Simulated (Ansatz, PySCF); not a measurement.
Process, species as SMILES: BN (BNH4) -> [BH2] (BH2) + [NH2] (NH2) (the B-N bond at the site shown breaks; other sites are not compared here)
Geometries: B3LYP-D3(BJ)/def2-TZVP minima from Ansatz (a quantum-chemistry and plane-wave program), one conformer each, not searched for the lowest.

Quantity: bond dissociation energy (enthalpy at 298 K, with B3LYP-D3(BJ) rigid-rotor harmonic-oscillator terms from PySCF), in kcal/mol. Valence correlation only, unless marked. UHF or UKS for open shells. Spin-orbit coupling is left out. No relativistic terms. Basis-set limits of correlation are two-point, X^-3; Hartree-Fock from the larger set.

```tsv
level	program	bond dissociation energy (kcal/mol)
BP86-D3(BJ)/def2-TZVPD	PySCF + dftd3	140.5
PBE0/def2-SVP	Ansatz	144.0
PW6B95-D4/def2-TZVPD	PySCF + dftd4	(withheld)
M06-2X/def2-TZVPD	PySCF	142.1
CCSD(T)/CBS(def2-TZVPPD,def2-QZVPPD)	Ansatz	(withheld)
```

Task: Fill in the missing entries.

Result: 
- PW6B95-D4/def2-TZVPD, bond dissociation energy (kcal/mol): 142.5
- CCSD(T)/CBS(def2-TZVPPD,def2-QZVPPD), bond dissociation energy (kcal/mol): 141.2
